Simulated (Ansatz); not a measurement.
Relaxation of Cl₃GeH₄Si (9 atoms, charge 0, multiplicity 2), to a largest force component of 0.03 eV/Å in at most 50 steps.

These are results of UHF/def2-SVP (Ansatz), not measurements.

```xyz
9
Properties=species:S:1:pos:R:3
Ge 0.001 0.000 -0.238
H 0.000 0.000 1.301
Cl 2.003 0.000 -0.988
Cl -1.001 1.734 -0.989
Cl -1.000 -1.734 -0.989
Si 0.000 0.000 3.974
H -0.768 -1.196 4.404
H 1.420 -0.067 4.404
H -0.652 1.263 4.404
```

**Question.** Where does it end, and by what steps?

**Answer.** The run converged. The force dipped under the threshold on the way, but the program's further checks kept it going. After 8 steps the energy has fallen by 0.172 eV; H7 moved furthest, 0.95 Å.

| step | energy less start (eV) | largest force component (eV/Å) | accepted |
| --- | --- | --- | --- |
| 0 | 0.0000 | 0.668 | yes |
| 1 | -0.0964 | 0.111 | yes |
| 2 | -0.1353 | 0.125 | yes |
| 3 | -0.1606 | 0.023 | yes |
| 4 | -0.1667 | 0.039 | yes |
| 5 | -0.1696 | 0.062 | yes |
| 6 | -0.1712 | 0.060 | yes |
| 7 | -0.1718 | 0.003 | yes |
| 8 | -0.1719 | 0.004 | yes |

```xyz
9
Properties=species:S:1:pos:R:3
Ge 0.001 0.000 -0.991
H 0.000 0.000 0.521
Cl 2.003 0.000 -1.736
Cl -1.001 1.734 -1.736
Cl -1.000 -1.734 -1.736
Si 0.000 0.000 4.904
H -0.763 -1.187 5.353
H 1.409 -0.067 5.353
H -0.647 1.254 5.353
```

Whether the end is a true minimum wasn't checked by a vibrational analysis.

Time of the run: 69 s on 4 threads of AMD EPYC 7571, on a shared host, peak memory 0.5 GiB.
